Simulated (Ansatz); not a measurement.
`BCOC#N`, charge 0, multiplicity 1.

Give a relaxed structure at PBE0-D4/def2-TZVP (Ansatz 0.2.0). (An estimate is asked.)

The calculation gave: 
Cartesian coordinates in Å:
```
B -0.9576 -1.3087 -0.0059
C -0.2941 0.0795 0.1539
O 1.0443 0.1325 -0.4124
C 1.6338 1.2644 -0.3032
N 2.1895 2.2734 -0.2189
H -2.0599 -1.4309 0.4352
H -0.4020 -2.2157 -0.5416
H -0.9127 0.8519 -0.3236
H -0.2413 0.3536 1.2166
```
Point group Cs.
This is one stationary point; other conformers may exist.
